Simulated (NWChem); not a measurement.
Cl[SiH2]Br (SiH$_{2}$BrCl), optimised at PBE0/def2-SVP with NWChem:

```
Quantity                           Result
---------------------------------  ------
highest occupied level (eV)         -8.60
orbital gap (eV)                     8.51
dipole (D)                           1.28
highest harmonic frequency (cm⁻¹)    2293
zero-point energy (kcal/mol)         12.6
```

This build's default masses of Se (78.918 u) and Br (79.917 u) are each other's, which moves their modes by up to 0.6 %.

One Si atom is replaced by Ge, giving [Br][GeH2][Cl] (GeH2BrCl), optimised at the same level. How do these values move?


| quantity | new value | change |
|---|---|---|
| highest occupied level (eV) | -8.49 | +0.11 |
| orbital gap (eV) | 7.68 | -0.83 |
| dipole (D) | 1.87 | +0.59 |
| highest harmonic frequency (cm⁻¹) | 2210 | -83 |
| zero-point energy (kcal/mol) | 11.5 | -1.1 |
